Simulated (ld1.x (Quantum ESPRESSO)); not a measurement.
Plane-wave convergence, PAW potential for Ag (Z = 47)

| Property | Result |
| --- | --- |
| Element | silver (Ag) |
| Generator | ld1.x (Quantum ESPRESSO) 7.5 |
| Type | PAW |
| Functional | PBEsol |
| Relativity | scalar-relativistic |
| Frozen core | [Ar] 3d10 |
| Valence charge | 19 |
| Reference configuration | 4s2 4p6 4d9 5s2 5p0 |
| Partial waves | 4s (bound): rcut 1.40, rcutus 1.80 bohr; 5s (bound): rcut 1.40, rcutus 1.80 bohr; 4p (bound): rcut 1.45, rcutus 2.00 bohr; 5p (bound, empty): rcut 1.45, rcutus 2.00 bohr; 4d (bound): rcut 1.00, rcutus 1.10 bohr; 4d channel at 1.25 Ry: rcut 1.00, rcutus 1.10 bohr |
| Local potential | all-electron potential smoothed inside 1.55 bohr (lloc = -2) |
| Core correction | Bessel-smoothed model core, default radius (core density twice the valence density) |
| Augmentation charge | PSQ, inside the norm-conserving radii |

The pseudo-atom Hamiltonian at the reference potential is diagonalised in spherical Bessel functions j_l(qr) that vanish at 20 bohr, with q² up to the cutoff. All-electron valence levels (Ry): 4s -7.2836, 5s -0.4111, 4p -4.5925, 5p -0.0876, 4d -0.7871.

Question: How do the lowest levels (Ry) of each channel move with the cutoff, and are there ghosts?

Answer:

```tsv
cutoff (Ry)	s #1	s #2	s #3	p #1	p #2	p #3	d #1	d #2	f #1	Σ f·Δε (mRy)
8	-7.1459	-0.2717	0.0192	-3.6153	-0.0737	0.0531	0.0551	0.1152	0.1126	13997.3
12	-7.2603	-0.3125	0.0154	-4.4575	-0.0864	0.0505	0.0259	0.0810	0.1126	8371.2
21	-7.2829	-0.3830	0.0095	-4.5916	-0.0876	0.0502	-0.2328	0.0662	0.1126	5052.8
30	-7.2833	-0.4089	0.0075	-4.5922	-0.0876	0.0502	-0.4525	0.0647	0.1126	3018.7
40	-7.2835	-0.4105	0.0074	-4.5924	-0.0876	0.0502	-0.6473	0.0641	0.1126	1260.3
50	-7.2836	-0.4109	0.0073	-4.5925	-0.0876	0.0502	-0.7353	0.0638	0.1126	467.0
70	-7.2836	-0.4110	0.0073	-4.5925	-0.0876	0.0502	-0.7816	0.0637	0.1126	50.1
90	-7.2836	-0.4111	0.0073	-4.5925	-0.0876	0.0502	-0.7866	0.0637	0.1126	5.0
110	-7.2836	-0.4111	0.0073	-4.5925	-0.0876	0.0502	-0.7867	0.0637	0.1126	3.9
160	-7.2836	-0.4111	0.0073	-4.5925	-0.0876	0.0502	-0.7871	0.0637	0.1126	0.7
200	-7.2836	-0.4111	0.0073	-4.5925	-0.0876	0.0502	-0.7871	0.0637	0.1126	0.4
400	-7.2836	-0.4111	0.0073	-4.5925	-0.0876	0.0502	-0.7872	0.0637	0.1126	0.0
```

Result: no extra level below or beside the all-electron valence levels (s, p, d, f tested); 10 mRy is reached at 90 Ry and 1 mRy at 160 Ry.
